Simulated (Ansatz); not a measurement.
# Molecular dynamics of FH₄HfNO₂

Input:

```yaml
crystal:
  periodic: [false, false, false]
  atoms:
    - { symbol: Hf, position_ang: [-0.082422, -0.121034, -0.06502] }
    - { symbol: O, position_ang: [-0.146729, -0.438562, 1.853095] }
    - { symbol: H, position_ang: [-0.402927, -0.113453, 2.697719] }
    - { symbol: "N", position_ang: [1.885811, 0.027002, -0.627205] }
    - { symbol: H, position_ang: [2.66199, -0.406587, -0.168322] }
    - { symbol: H, position_ang: [2.233917, 0.559838, -1.399208] }
    - { symbol: O, position_ang: [-0.976261, 1.508367, -0.639701] }
    - { symbol: H, position_ang: [-1.737006, 1.860388, -1.067436] }
    - { symbol: F, position_ang: [-0.934673, -1.625559, -0.927822] }
basis:
  gaussian: { orbitals: def2-mTZVP }
hamiltonian:
  xc: hf
md:
  timestep: 0.5
  n_steps: 250
  ensemble: nvt_langevin
  temperature: 400.0
  initial_velocities: maxwell_boltzmann
  seed: 577328
  friction: 1.0
```

Run as:

```bash
$ ansatz run input.yaml --threads 4 --pin off --max-ram 5120MiB --backend cpu --events-out ev --progress --plain --runs-dir out
```

It starts from a relaxed structure.

Output, in part (one step line in 3, the closing report, with atoms numbered from 0):

```
md step     0: t =     0.00 fs  T =   355.6 K  F+E_penalty+E_count = -9626.69869312 eV  E_kin = 0.413632 eV  (40 SCF iters)
md step     3: t =     1.50 fs  T =   381.0 K  F+E_penalty+E_count = -9626.57689403 eV  E_kin = 0.443273 eV  (40 SCF iters)
md step     6: t =     3.00 fs  T =   391.5 K  F+E_penalty+E_count = -9626.58836784 eV  E_kin = 0.455449 eV  (40 SCF iters)
md step     9: t =     4.50 fs  T =   572.3 K  F+E_penalty+E_count = -9626.55721856 eV  E_kin = 0.665765 eV  (40 SCF iters)
md step    12: t =     6.00 fs  T =   448.7 K  F+E_penalty+E_count = -9626.43744323 eV  E_kin = 0.522025 eV  (40 SCF iters)
md step    15: t =     7.50 fs  T =   544.3 K  F+E_penalty+E_count = -9626.60426454 eV  E_kin = 0.633156 eV  (40 SCF iters)
md step    18: t =     9.00 fs  T =   339.7 K  F+E_penalty+E_count = -9626.60148550 eV  E_kin = 0.395188 eV  (40 SCF iters)
md step    21: t =    10.50 fs  T =   336.2 K  F+E_penalty+E_count = -9626.62409915 eV  E_kin = 0.391164 eV  (39 SCF iters)
md step    24: t =    12.00 fs  T =   474.4 K  F+E_penalty+E_count = -9626.65478705 eV  E_kin = 0.551940 eV  (39 SCF iters)
md step    27: t =    13.50 fs  T =   387.9 K  F+E_penalty+E_count = -9626.60311631 eV  E_kin = 0.451257 eV  (38 SCF iters)
md step    30: t =    15.00 fs  T =   276.0 K  F+E_penalty+E_count = -9626.57154017 eV  E_kin = 0.321082 eV  (39 SCF iters)
md step    33: t =    16.50 fs  T =   318.6 K  F+E_penalty+E_count = -9626.60700803 eV  E_kin = 0.370654 eV  (39 SCF iters)
md step    36: t =    18.00 fs  T =   459.7 K  F+E_penalty+E_count = -9626.59078783 eV  E_kin = 0.534742 eV  (40 SCF iters)
md step    39: t =    19.50 fs  T =   393.6 K  F+E_penalty+E_count = -9626.56035393 eV  E_kin = 0.457917 eV  (39 SCF iters)
md step    42: t =    21.00 fs  T =   357.8 K  F+E_penalty+E_count = -9626.55802045 eV  E_kin = 0.416292 eV  (39 SCF iters)
md step    45: t =    22.50 fs  T =   336.5 K  F+E_penalty+E_count = -9626.45248332 eV  E_kin = 0.391491 eV  (40 SCF iters)
md step    48: t =    24.00 fs  T =   586.1 K  F+E_penalty+E_count = -9626.44119826 eV  E_kin = 0.681805 eV  (39 SCF iters)
md step    51: t =    25.50 fs  T =   432.5 K  F+E_penalty+E_count = -9626.48926167 eV  E_kin = 0.503104 eV  (39 SCF iters)
md step    54: t =    27.00 fs  T =   595.3 K  F+E_penalty+E_count = -9626.57413792 eV  E_kin = 0.692483 eV  (68 SCF iters)
md step    57: t =    28.50 fs  T =   285.2 K  F+E_penalty+E_count = -9626.57281873 eV  E_kin = 0.331783 eV  (40 SCF iters)
md step    60: t =    30.00 fs  T =   555.4 K  F+E_penalty+E_count = -9626.61228271 eV  E_kin = 0.646152 eV  (40 SCF iters)
md step    63: t =    31.50 fs  T =   315.9 K  F+E_penalty+E_count = -9626.60400383 eV  E_kin = 0.367464 eV  (40 SCF iters)
md step    66: t =    33.00 fs  T =   323.1 K  F+E_penalty+E_count = -9626.56866417 eV  E_kin = 0.375894 eV  (39 SCF iters)
md step    69: t =    34.50 fs  T =   509.0 K  F+E_penalty+E_count = -9626.53288802 eV  E_kin = 0.592181 eV  (38 SCF iters)
md step    72: t =    36.00 fs  T =   427.6 K  F+E_penalty+E_count = -9626.55082152 eV  E_kin = 0.497494 eV  (40 SCF iters)
md step    75: t =    37.50 fs  T =   487.7 K  F+E_penalty+E_count = -9626.52335468 eV  E_kin = 0.567366 eV  (39 SCF iters)
md step    78: t =    39.00 fs  T =   324.2 K  F+E_penalty+E_count = -9626.44889432 eV  E_kin = 0.377153 eV  (40 SCF iters)
md step    81: t =    40.50 fs  T =   536.3 K  F+E_penalty+E_count = -9626.51126320 eV  E_kin = 0.623876 eV  (39 SCF iters)
md step    84: t =    42.00 fs  T =   366.6 K  F+E_penalty+E_count = -9626.52656403 eV  E_kin = 0.426482 eV  (40 SCF iters)
md step    87: t =    43.50 fs  T =   418.6 K  F+E_penalty+E_count = -9626.43149190 eV  E_kin = 0.486999 eV  (40 SCF iters)
md step    90: t =    45.00 fs  T =   570.1 K  F+E_penalty+E_count = -9626.46745111 eV  E_kin = 0.663259 eV  (40 SCF iters)
md step    93: t =    46.50 fs  T =   515.9 K  F+E_penalty+E_count = -9626.57976007 eV  E_kin = 0.600178 eV  (40 SCF iters)
md step    96: t =    48.00 fs  T =   252.8 K  F+E_penalty+E_count = -9626.57679222 eV  E_kin = 0.294092 eV  (40 SCF iters)
md step    99: t =    49.50 fs  T =   472.2 K  F+E_penalty+E_count = -9626.48567964 eV  E_kin = 0.549300 eV  (40 SCF iters)
md step   102: t =    51.00 fs  T =   536.5 K  F+E_penalty+E_count = -9626.42951156 eV  E_kin = 0.624101 eV  (38 SCF iters)
md step   105: t =    52.50 fs  T =   432.5 K  F+E_penalty+E_count = -9626.49298751 eV  E_kin = 0.503163 eV  (40 SCF iters)
md step   108: t =    54.00 fs  T =   461.2 K  F+E_penalty+E_count = -9626.46657253 eV  E_kin = 0.536522 eV  (40 SCF iters)
md step   111: t =    55.50 fs  T =   302.3 K  F+E_penalty+E_count = -9626.51413086 eV  E_kin = 0.351735 eV  (40 SCF iters)
md step   114: t =    57.00 fs  T =   469.6 K  F+E_penalty+E_count = -9626.52749861 eV  E_kin = 0.546331 eV  (38 SCF iters)
md step   117: t =    58.50 fs  T =   328.9 K  F+E_penalty+E_count = -9626.50309266 eV  E_kin = 0.382663 eV  (39 SCF iters)
md step   120: t =    60.00 fs  T =   521.4 K  F+E_penalty+E_count = -9626.44862104 eV  E_kin = 0.606614 eV  (40 SCF iters)
md step   123: t =    61.50 fs  T =   368.3 K  F+E_penalty+E_count = -9626.43730737 eV  E_kin = 0.428513 eV  (40 SCF iters)
md step   126: t =    63.00 fs  T =   308.4 K  F+E_penalty+E_count = -9626.54147887 eV  E_kin = 0.358768 eV  (39 SCF iters)
md step   129: t =    64.50 fs  T =   237.2 K  F+E_penalty+E_count = -9626.56505658 eV  E_kin = 0.275984 eV  (40 SCF iters)
md step   132: t =    66.00 fs  T =   330.9 K  F+E_penalty+E_count = -9626.58152694 eV  E_kin = 0.384946 eV  (40 SCF iters)
md step   135: t =    67.50 fs  T =   787.0 K  F+E_penalty+E_count = -9626.60189451 eV  E_kin = 0.915592 eV  (38 SCF iters)
md step   138: t =    69.00 fs  T =   586.6 K  F+E_penalty+E_count = -9626.57266465 eV  E_kin = 0.682405 eV  (40 SCF iters)
md step   141: t =    70.50 fs  T =   493.7 K  F+E_penalty+E_count = -9626.56617590 eV  E_kin = 0.574284 eV  (40 SCF iters)
md step   144: t =    72.00 fs  T =   438.2 K  F+E_penalty+E_count = -9626.55711717 eV  E_kin = 0.509802 eV  (40 SCF iters)
md step   147: t =    73.50 fs  T =   329.3 K  F+E_penalty+E_count = -9626.54027876 eV  E_kin = 0.383123 eV  (40 SCF iters)
md step   150: t =    75.00 fs  T =   342.7 K  F+E_penalty+E_count = -9626.45185503 eV  E_kin = 0.398666 eV  (38 SCF iters)
md step   153: t =    76.50 fs  T =   229.6 K  F+E_penalty+E_count = -9626.39958254 eV  E_kin = 0.267117 eV  (39 SCF iters)
md step   156: t =    78.00 fs  T =   604.0 K  F+E_penalty+E_count = -9626.55183894 eV  E_kin = 0.702671 eV  (39 SCF iters)
md step   159: t =    79.50 fs  T =   382.7 K  F+E_penalty+E_count = -9626.58040828 eV  E_kin = 0.445221 eV  (40 SCF iters)
md step   162: t =    81.00 fs  T =   344.6 K  F+E_penalty+E_count = -9626.56726799 eV  E_kin = 0.400921 eV  (39 SCF iters)
md step   165: t =    82.50 fs  T =   460.2 K  F+E_penalty+E_count = -9626.58334405 eV  E_kin = 0.535331 eV  (39 SCF iters)
md step   168: t =    84.00 fs  T =   518.6 K  F+E_penalty+E_count = -9626.60039063 eV  E_kin = 0.603340 eV  (39 SCF iters)
md step   171: t =    85.50 fs  T =   342.5 K  F+E_penalty+E_count = -9626.59214027 eV  E_kin = 0.398499 eV  (39 SCF iters)
md step   174: t =    87.00 fs  T =   371.1 K  F+E_penalty+E_count = -9626.58805873 eV  E_kin = 0.431772 eV  (40 SCF iters)
md step   177: t =    88.50 fs  T =   364.7 K  F+E_penalty+E_count = -9626.51527516 eV  E_kin = 0.424220 eV  (40 SCF iters)
md step   180: t =    90.00 fs  T =   348.2 K  F+E_penalty+E_count = -9626.38974632 eV  E_kin = 0.405032 eV  (40 SCF iters)
md step   183: t =    91.50 fs  T =   438.3 K  F+E_penalty+E_count = -9626.49186779 eV  E_kin = 0.509885 eV  (39 SCF iters)
md step   186: t =    93.00 fs  T =   308.8 K  F+E_penalty+E_count = -9626.58649684 eV  E_kin = 0.359274 eV  (40 SCF iters)
md step   189: t =    94.50 fs  T =   209.9 K  F+E_penalty+E_count = -9626.56771474 eV  E_kin = 0.244150 eV  (39 SCF iters)
md step   192: t =    96.00 fs  T =   566.7 K  F+E_penalty+E_count = -9626.60305254 eV  E_kin = 0.659246 eV  (40 SCF iters)
md step   195: t =    97.50 fs  T =   523.6 K  F+E_penalty+E_count = -9626.57155975 eV  E_kin = 0.609124 eV  (40 SCF iters)
md step   198: t =    99.00 fs  T =   336.1 K  F+E_penalty+E_count = -9626.59709459 eV  E_kin = 0.390946 eV  (39 SCF iters)
md step   201: t =   100.50 fs  T =   213.9 K  F+E_penalty+E_count = -9626.62812143 eV  E_kin = 0.248838 eV  (38 SCF iters)
md step   204: t =   102.00 fs  T =   249.0 K  F+E_penalty+E_count = -9626.56491414 eV  E_kin = 0.289681 eV  (38 SCF iters)
md step   207: t =   103.50 fs  T =   462.9 K  F+E_penalty+E_count = -9626.57237753 eV  E_kin = 0.538534 eV  (40 SCF iters)
md step   210: t =   105.00 fs  T =   520.5 K  F+E_penalty+E_count = -9626.62531931 eV  E_kin = 0.605466 eV  (40 SCF iters)
md step   213: t =   106.50 fs  T =   446.4 K  F+E_penalty+E_count = -9626.57887656 eV  E_kin = 0.519268 eV  (39 SCF iters)
md step   216: t =   108.00 fs  T =   403.1 K  F+E_penalty+E_count = -9626.55866150 eV  E_kin = 0.468930 eV  (40 SCF iters)
md step   219: t =   109.50 fs  T =   371.1 K  F+E_penalty+E_count = -9626.52002576 eV  E_kin = 0.431691 eV  (39 SCF iters)
md step   222: t =   111.00 fs  T =   292.3 K  F+E_penalty+E_count = -9626.48119924 eV  E_kin = 0.340007 eV  (39 SCF iters)
md step   225: t =   112.50 fs  T =   312.6 K  F+E_penalty+E_count = -9626.47847723 eV  E_kin = 0.363676 eV  (39 SCF iters)
md step   228: t =   114.00 fs  T =   419.2 K  F+E_penalty+E_count = -9626.32791455 eV  E_kin = 0.487689 eV  (40 SCF iters)
md step   231: t =   115.50 fs  T =   500.3 K  F+E_penalty+E_count = -9626.33996180 eV  E_kin = 0.581994 eV  (40 SCF iters)
md step   234: t =   117.00 fs  T =   404.2 K  F+E_penalty+E_count = -9626.47866112 eV  E_kin = 0.470267 eV  (40 SCF iters)
md step   237: t =   118.50 fs  T =   331.8 K  F+E_penalty+E_count = -9626.40589112 eV  E_kin = 0.385975 eV  (39 SCF iters)
md step   240: t =   120.00 fs  T =   336.4 K  F+E_penalty+E_count = -9626.39020135 eV  E_kin = 0.391394 eV  (39 SCF iters)
md step   243: t =   121.50 fs  T =   271.6 K  F+E_penalty+E_count = -9626.30766931 eV  E_kin = 0.315907 eV  (40 SCF iters)
md step   246: t =   123.00 fs  T =   391.3 K  F+E_penalty+E_count = -9626.48286119 eV  E_kin = 0.455197 eV  (40 SCF iters)
md step   249: t =   124.50 fs  T =   343.3 K  F+E_penalty+E_count = -9626.44658717 eV  E_kin = 0.399410 eV  (38 SCF iters)
md step   250: t =   125.00 fs  T =   503.0 K  F+E_penalty+E_count = -9626.44926345 eV  E_kin = 0.585177 eV  (67 SCF iters)
Total energy: -9626.44926345 eV, -353.7654853902 hartree
Atom 0 at    -0.096331    -0.123129    -0.041913 Å, force     1.431996     0.696066     0.079076 eV/Å
Atom 1 at    -0.090114    -0.346569     1.861473 Å, force    -0.183666    -0.648687     0.150663 eV/Å
Atom 2 at    -0.067734     0.178855     2.622900 Å, force     0.032143     0.504325     0.964188 eV/Å
Atom 3 at     1.872132     0.081253    -0.595099 Å, force    -0.426730     0.402714    -0.833801 eV/Å
Atom 4 at     2.651807    -0.433166    -0.246492 Å, force     0.253229     0.145841    -0.173481 eV/Å
Atom 5 at     2.096441     0.596729    -1.444285 Å, force     0.285495    -0.507386     0.741133 eV/Å
Atom 6 at    -1.012130     1.469165    -0.632370 Å, force    -3.032762     1.126008     0.095309 eV/Å
Atom 7 at    -1.978619     1.675172    -0.549569 Å, force     2.427247    -0.304101    -0.367885 eV/Å
Atom 8 at    -0.924418    -1.619653    -0.810528 Å, force    -0.786951    -1.414780    -0.655202 eV/Å
Dipole moment:    -0.010888     0.358742     0.223345 e Å
```

The run went to its last step. A run of 0.12 ps of so small a system gives no equilibrium averages. The friction is so strong that the motion is overdamped, so the time scale means little.

The same pairs are bonded in the first frame and the last. Pairs count as bonded within 1.25 times the sum of covalent radii (0.12 Å more for H–H).

Last frame:

```xyz
9
Properties=species:S:1:pos:R:3
Hf -0.096 -0.123 -0.042
O -0.090 -0.347 1.861
H -0.068 0.179 2.623
N 1.872 0.081 -0.595
H 2.652 -0.433 -0.246
H 2.096 0.597 -1.444
O -1.012 1.469 -0.632
H -1.979 1.675 -0.550
F -0.924 -1.620 -0.810
```

Time of the run: 5.6 min on 4 threads of Arm Neoverse V1, with other jobs on the host, peak memory 0.33 GiB.
